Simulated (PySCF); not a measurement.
# How the method changes the shape and vibrations of BF2HO

Calculated results; nothing here was measured. The program is PySCF 2.14.0, an open-source quantum chemistry code, run on an isolated molecule that a program drew, which may never have been made. The molecule is BF2HO (charge 0, singlet), drawn as the SMILES string `OB(F)F`.

The geometry was optimised and harmonic frequencies were computed with HF and MP2, all in the cc-pVDZ basis, for the commonest isotopes, with a restricted reference for singlets and an unrestricted one otherwise, and a frozen core in MP2. Each result is a local minimum of its method.

Geometry at the HF minimum:
```xyz
5
BF2HO, angstrom
O     0.6313   -1.5899    0.8015
B     0.7782   -0.5084    1.5678
F     1.6653    0.4358    1.2868
F     0.0311   -0.3530    2.6401
H     1.2128   -1.6102    0.0556
```

Lengths of the bonds as drawn, in Å (atoms numbered as above):
```
bond,HF,MP2
O1-B2,1.334,1.355
B2-F3,1.326,1.346
B2-F4,1.316,1.335
O1-H5,0.946,0.966
```

Rotational constants, in GHz:
```
constant     HF    MP2
       A  10.46  10.14
       B  10.11   9.84
       C  5.139  4.993
```

Harmonic frequencies in cm^-1, each column in rising order, so a row needn't be the same motion in every method:
```
rank,HF,MP2
1,476,451
2,509,483
3,569,558
4,749,704
5,916,869
6,1091,1038
7,1503,?
8,1571,1501
9,4170,3893
```

**Estimate the missing MP2 frequency from the HF column.**

A single factor s that minimises the squared misfit of MP2 against s times HF over the other rows is sum(HF x MP2) / sum(HF^2) = 0.9385, with an rms misfit of 16 cm^-1. For rank 7 it gives 0.9385 x 1503 = 1411 cm^-1. The calculation gives 1441 cm^-1, 30 cm^-1 above the estimate. The drawn bonds are on average 1.7 % longer in MP2 than in HF.
